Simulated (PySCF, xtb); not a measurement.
Zn(OH) (HOZn), SMILES [OH][Zn+], charge +1.

Harmonic wavenumbers (cm⁻¹) from xtb with GFN2-xTB at its own minimum, in rising order: 525, 840, 3106.

Task: What does B3LYP-D3(BJ)/def2-TZVP (PySCF 2.14.0) give at its own minimum? (An estimate is asked for; the answer gives what the named calculation found.)

Result: 660, 902, 3712. Paired by order, the mean absolute difference is 268 cm⁻¹ and the zero-point energies are 6.4 and 7.5 kcal/mol.
